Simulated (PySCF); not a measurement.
Level of theory: PBE-D3(BJ)/def2-TZVP // B3LYP-D3(BJ)/def2-TZVP in PySCF. Gas-phase values, no solvent. 

Reference species (SMILES): `[GaH3]` (neutral, multiplicity 1).

```
Item             Result
-------------  --------
LUMO           -2.65 eV
HOMO–LUMO gap   4.69 eV
```

Changed species: `[Cl][GaH2]` (1 of 3 H replaced by Cl; the reference has 0 of 3 H replaced by Cl).

**Question.** Give the shifts of the LUMO and HOMO–LUMO gap.

**Answer.** the LUMO stays essentially unchanged; the HOMO–LUMO gap drops by 0.21 eV, to 4.48 eV.
